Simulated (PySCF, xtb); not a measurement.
AsH₅, SMILES [AsH5].

Harmonic wavenumbers (cm⁻¹) from GFN2-xTB (xtb) at its own minimum, in rising order: 436, 436, 818, 929, 929, 1268, 1268, 1279, 1430, 1985, 1995, 1995.

Question: What does PBE0-D3(BJ)/def2-TZVP run with PySCF give at its own minimum? (An estimate is asked for; the answer gives what the named calculation found.)

Answer: 487, 487, 1030, 1044, 1044, 1284, 1284, 1700, 1757, 2130, 2130, 2147. Paired by order, the mean absolute difference is 146 cm⁻¹ and the zero-point energies are 21.1 and 23.6 kcal/mol.
